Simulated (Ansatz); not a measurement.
Rb$_{2}$, closed-shell singlet (the spin of the measured ground state), most abundant isotopes (84.9118 and 84.9118 u). Constants from fifth-degree fits in 1/R to seven points on the lowest solution found; no spin–orbit coupling, no relativity up to Kr; ω_e x_e and α_e move by some per cent with the fit.

Correlated levels freeze the inner cores; with def2 sets outer-core shells near the valence are correlated too.

The values were computed with Ansatz (a quantum-chemistry and plane-wave program). Each number belongs to the level named beside it. In def2 rows elements past Kr take small-core potentials, without spin–orbit coupling.

```
level               r_e (Å)  ω_e (cm⁻¹)  ω_e x_e (cm⁻¹)  α_e (cm⁻¹)
------------------  -------  ----------  --------------  ----------
PBE/def2-TZVPP       4.2839        55.3           0.106     5.05e-5
CCSD(T)/def2-QZVPP   4.2331        57.5           0.136     5.59e-5
```

D_e from total energies of the atoms and the molecule: 0.53 eV at PBE/def2-TZVPP; 0.48 eV at CCSD(T)/def2-QZVPP.

Task: Derive the rotational constants, the centrifugal constant, the fundamental, the zero-point energy and the force constant, and test the Morse rule for the well depth.

Result: 
μ = 42.45589 u.
- PBE/def2-TZVPP: B_e = 16.8576/(μ r_e²) = 0.021636 cm⁻¹; B₀ = B_e − α_e/2 = 0.021611 cm⁻¹; D = 4B_e³/ω_e² = 1.32e-08 cm⁻¹; fundamental ω_e − 2ω_e x_e = 55 cm⁻¹; zero-point energy ω_e/2 − ω_e x_e/4 = 28 cm⁻¹; k = μ(2πcω_e)² = 7.65 N/m; a Morse well would hold ω_e²/(4ω_e x_e) = 0.89 eV against the computed D_e of 0.53 eV
- CCSD(T)/def2-QZVPP: B_e = 16.8576/(μ r_e²) = 0.022158 cm⁻¹; B₀ = B_e − α_e/2 = 0.022130 cm⁻¹; D = 4B_e³/ω_e² = 1.32e-08 cm⁻¹; fundamental ω_e − 2ω_e x_e = 57 cm⁻¹; zero-point energy ω_e/2 − ω_e x_e/4 = 29 cm⁻¹; k = μ(2πcω_e)² = 8.26 N/m; a Morse well would hold ω_e²/(4ω_e x_e) = 0.75 eV against the computed D_e of 0.48 eV

Doubts at one or more of the structures used: a restricted determinant that unrestricted orbitals would lower (CCSD(T)/def2-QZVPP).

Measured for the ground state: ω_e 57.31 cm⁻¹ [Huber and Herzberg (1979), NIST Chemistry WebBook].
